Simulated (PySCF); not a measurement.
Ge(H)(F)2(Et) (C₂H₆F₂Ge), SMILES [F][GeH]([F])[CH2]C. The structure is a stationary point at PBE-D3(BJ)/def2-SVP. Other conformers were not sampled.

Computed equilibrium geometry at PBE-D3(BJ)/def2-SVP (PySCF confirms it by a frequency run) as Cartesian coordinates in Å, and its point group (one conformer of several):
point group Cs.
```xyz
11

Ge     0.4981     0.3228     0.0000
F      0.8411    -0.7027     1.3844
F      0.8411    -0.7027    -1.3844
C     -1.4122     0.7141     0.0000
C     -2.2524    -0.5677     0.0000
H      1.5491     1.4596     0.0000
H     -1.6153     1.3445    -0.8916
H     -1.6153     1.3445     0.8916
H     -2.0361    -1.1869    -0.8932
H     -3.3367    -0.3361     0.0000
H     -2.0361    -1.1869     0.8932
```
Charge 0, spin multiplicity 1.
